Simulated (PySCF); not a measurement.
Species: C3H6NSi (doublet state).
Bonds: C1–N2 (double), N2–C3, C3–Si4, Si4–C5, C1–C5. Hydrogens: H6 on C1; H7, H8 on C3; H9 on Si4; H10, H11 on C5.

The species is `C1=NC[SiH]C1` [radical].

The calculation used PySCF 2.14.0, UKS B3LYP, pcH-1 on C H N Si, non-relativistic, mean-field spin-orbit, GIAO. Geometry: GFN2-xTB; no solvent, vibrations or thermal averaging. Couplings are sensitive to structure, and on GFN2-xTB geometries they can be far from those on DFT ones, by a factor of two or more for some ions and for spin on atoms past the first row. Stability of the SCF solution: not tested.

Principal values of hyperfine tensors in MHz (contact, dipolar and spin–orbit terms together), for some of the nuclei:

```json
{"atom": "Si4", "isotope": "29Si", "A1": "-654.41", "A2": "-399.48", "A3": "-396.12"}
{"atom": "H9", "isotope": "1H", "A1": "73.24", "A2": "83.60", "A3": "90.10"}
{"atom": "H8", "isotope": "1H", "A1": "25.78", "A2": "28.78", "A3": "33.78"}
{"atom": "C5", "isotope": "13C", "A1": "24.14", "A2": "25.65", "A3": "34.54"}
{"atom": "H10", "isotope": "1H", "A1": "19.75", "A2": "21.61", "A3": "26.99"}
{"atom": "C3", "isotope": "13C", "A1": "16.51", "A2": "17.84", "A3": "31.53"}
{"atom": "H11", "isotope": "1H", "A1": "15.61", "A2": "16.66", "A3": "27.05"}
{"atom": "H7", "isotope": "1H", "A1": "5.93", "A2": "7.21", "A3": "17.51"}
```

Split each tensor into its isotropic and traceless parts, and turn a_iso into mT with g = 2.0038.

a_iso = (A1 + A2 + A3)/3, Ti = Ai − a_iso; 1 mT corresponds to 28.046 MHz. The tensors hold a spin–orbit part: the run splits a_iso into a_FC + a_SO, and T includes its anisotropic share.

| atom | a_iso (MHz) | a_FC | a_SO | a_iso (mT) | T1 | T2 | T3 |
| --- | --- | --- | --- | --- | --- | --- | --- |
| Si4 | -483.34 | -484.24 | 0.90 | -17.234 | -171.07 | 83.85 | 87.22 |
| H9 | 82.31 | 82.29 | 0.03 | 2.935 | -9.07 | 1.29 | 7.78 |
| H8 | 29.45 | 29.44 | 0.00 | 1.050 | -3.66 | -0.66 | 4.33 |
| C5 | 28.11 | 28.09 | 0.01 | 1.002 | -3.97 | -2.46 | 6.43 |
| H10 | 22.79 | 22.78 | 0.00 | 0.812 | -3.03 | -1.17 | 4.21 |
| C3 | 21.96 | 21.94 | 0.02 | 0.783 | -5.45 | -4.12 | 9.57 |
| H11 | 19.77 | 19.78 | 0.00 | 0.705 | -4.16 | -3.12 | 7.28 |
| H7 | 10.22 | 10.22 | 0.00 | 0.364 | -4.29 | -3.00 | 7.29 |

What spin density at the nucleus of H9 lies behind its contact coupling (g_N = 5.58569)?

a_FC = (2μ0/3) gₑ μB g_N μN ρ(0)/(2S·h) = 800.24 MHz × g_N × ρ(0)/(2S), with ρ in bohr⁻³. With a_FC = 82.29 MHz and 2S = 1, ρ(0) = 0.01841 bohr⁻³. In magnitude that is 5.8 % of the 1/π = 0.318 of a free hydrogen atom.

C1 (13C, g_N = 1.40482) isn't in the table. Its spin density at the nucleus is 0.01796 bohr⁻³. What is its contact coupling?

By the same relation, a_FC = 20.2 MHz. Its full tensor has the principal values 18.78, 19.60, 22.20 MHz.

Name the largest traceless tensor T of the table and describe it.

Si4: -171.1, 83.9, 87.2 MHz (the dipolar term alone has -170.2, 83.5, 86.8), axial, in the ratio +1:+1:−2, the form that spin in one p orbital centred on that nucleus gives (the nuclear moment is negative).

What first-order splitting does H8 cause when the field lies along A1, A2 or A3 of its tensor (g taken as isotropic, no quadrupole term)?

2 lines (I = 1/2), spaced by |A_i|/(g × 13.996): 0.92, 1.03, 1.20 mT along the axes of A1, A2 and A3.
